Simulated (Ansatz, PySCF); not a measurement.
This Ansatz (a quantum-chemistry and plane-wave program) input computes a r2SCAN/def2-TZVPD energy:

Ansatz 0.2 input:
```yaml
crystal:
  periodic: [false, false, false]
  atoms:
    - {symbol: Te, position_ang: [-0.02177081, 0.04093935, -1.34056266]}
    - {symbol: Te, position_ang: [0.01279236, -0.01002261, 1.31143438]}
    - {symbol: H, position_ang: [0.46687945, -1.60767013, 1.51467034]}
basis:
  gaussian:
    orbitals: def2-TZVPD
hamiltonian:
  xc: {name: r2SCAN}
magnetization: {spin_polarized: true, initial_magnetization: 1}
output: {forces: true}
```

### Question
Write an input for the same energy in PySCF and say what it gives.

### Answer

```python
from pyscf import gto, scf, dft

mol = gto.M(
    atom='''
    Te   -0.02177081    0.04093935   -1.34056266
    Te    0.01279236   -0.01002261    1.31143438
    H     0.46687945   -1.60767013    1.51467034
    ''',
    basis='def2-tzvpd',
    ecp='def2-tzvp',
    charge=0,
    spin=1,
    verbose=4,
)

mf = dft.UKS(mol, xc='r2scan').density_fit(auxbasis='def2-universal-jkfit')
mf.grids.level = 4
mf.conv_tol = 1e-9
mf.max_cycle = 100
mf.max_memory = 1500
mf.kernel()
if not mf.converged:
    mf = mf.newton()
    mf.kernel(mf.make_rdm1())
for _ in range(2):
    mo, _, stable, _ = mf.stability(return_status=True)
    if stable:
        break
    mf.kernel(mf.make_rdm1(mo, mf.mo_occ))
mf.analyze()
```
It gives -536.87507 Eh, and Ansatz -536.87497 Eh, a difference of 0.10 mEh, from the treatment of integrals and grids.

It need not be the lowest isomer of its formula.
